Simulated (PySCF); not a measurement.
Hydrogen selenide, SMILES [SeH2], PBE0/def2-SVP optimised geometry.

```
3

Se    -0.72    -0.73     0.00
H      0.75    -0.73     0.00
H     -0.75     0.73     0.00
```

Density from PySCF with PBE0/def2-TZVP at that geometry.

Minimum of the electron density along straight lines between bonded atoms, close to the bond critical point (lines longer than 1.1 times the sum of covalent radii, or with two minima, are not listed):

```csv
bond,length / Å,ρ at the minimum / e bohr⁻³,∇²ρ there / e bohr⁻⁵,position (fraction from the first atom)
Se1–H2,1.470,0.176,-0.32,0.63
Se1–H3,1.470,0.176,-0.32,0.63
```
